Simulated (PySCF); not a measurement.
A structure optimised at ωB97X-D3(BJ)/def2-SVP, used in a PySCF frequency run:

```
C
H 1 1.1023
C 1 1.5074 2 116.08
C 3 1.3380 1 102.57 2 112.28
H 4 1.0918 3 133.02 1 179.69
H 3 1.0930 4 130.12 5 1.48
C 1 1.5074 2 111.18 3 -136.72
O 7 1.2026 1 123.91 2 128.75
H 7 1.1202 8 121.41 1 -179.86
Se 4 1.9161 5 128.35 3 179.47
```
Charge 0, spin multiplicity 1.

Question: Write its SMILES and formula.

Answer: O=C[C@@H]1C=C[Se]1, C4H4OSe

Question: What are its rotational constants (standard atomic weights)?

Answer: 4.7824, 1.8002, 1.4598 GHz
